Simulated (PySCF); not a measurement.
## Worked example: oscillator strength and radiative lifetime

C₂H₁₀OSi₃, SMILES O[C@@H]1C[Si@H]([SiH3])[SiH2]1.

Coordinates come from a PBE-D3(BJ)/def2-SVP optimisation. The structure was generated by enumeration; whether it is a known compound was not checked. Other conformers were not sampled.

TDA-PBE0/def2-SVPD (PySCF) puts the first singlet state with f over 0.02 at 5.68 eV (vertical), with the transition dipole (0.565, -0.149, -0.129) in atomic units.

**Question.** Find the oscillator strength, the wavelength and the radiative lifetime that this transition would have in vacuum if emission retraced absorption.

**Answer.** 
|μ|² = 0.3581 au, so |μ| = 1.52 D. ΔE = 5.68/27.211 = 0.2087 hartree. f = (2/3) ΔE |μ|² = 0.050 (the program prints 0.050).
λ = 1239.84/5.68 = 218 nm; ν = 45812 cm⁻¹.
Einstein's coefficient A = 0.6670 ν² f s⁻¹ (ν in cm⁻¹) = 7.0e7 s⁻¹, so τ = 1/A = 14 ns. This state is S1. The figure is the radiative limit of this one transition; relaxation, internal conversion, crossing to triplets and a medium change what is measured.
